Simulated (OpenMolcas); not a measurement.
Re5+ (d2) among equal point charges was computed by CASSCF with the d shell active (OpenMolcas, ANO-RCC-VTZP on the metal). Its lowest spin-free states, and all those of the highest spin:

```tsv
2S+1	Degeneracy	E (cm-1)
3	1	0.0
3	2	2245
1	2	11254
3	1	11374
1	1	12465
3	2	13320
1	2	16796
3	1	18111
1	2	25362
1	1	27382
3	2	27830
1	1	28762
3	1	28912
```

Question: Is the site octahedral, tetrahedral or cube-like, axial, or of lower symmetry?

Answer: The states with 2S+1 = 3 have orbital degeneracies 1, 2, 1, 2, 1, 2, 1. There are pairs but no triples, so the site is axial: not cubic, but with a proper or improper axis of order three or more. The run had Re5+ among 6 point charges of -1.7 e arranged as a trigonal antiprism (D3d), 1.88 Å from the ion, with a polar angle of 49.8° against the regular 54.74°.

Spin-orbit coupling mixes the spin-free states strongly: the lowest level takes only 41 % from its leading state, 3E, which lies 2245 cm-1 above the lowest spin-free state. Without dynamic correlation the repulsion within the d shell is too large (B by tens of per cent), so at a given field states of lower spin stand too high. This is an electrostatic model: the charges have no orbitals. No measured value stands beside these numbers.
